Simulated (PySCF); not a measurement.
Gas-phase reaction: 3 Ge3H8 + 2 Cl2 ⇌ 4 Ge2H6 + GeCl4

Computed with PySCF and rigid-rotor harmonic-oscillator thermochemistry at 1 bar. † marks an energy on the PBE0/def2-TZVP geometry and frequencies; other levels use their own. All species are closed-shell singlets. Ge: all electrons, no relativistic terms.

BLYP/def2-TZVP† gives ΔH°(298 K) = -503 kJ.

Problem. What do ωB97M-V/def2-TZVP†, HF/def2-TZVP†, PBE/def2-SVP give?

Solution. ωB97M-V/def2-TZVP†: -546 kJ; HF/def2-TZVP†: -609 kJ; PBE/def2-SVP: -543 kJ. For scale, ΔH°(298 K) is -503 kJ at this level, -546 kJ at ωB97M-V/def2-TZVP†, and runs from -616 to -503 kJ over the 18 levels computed.
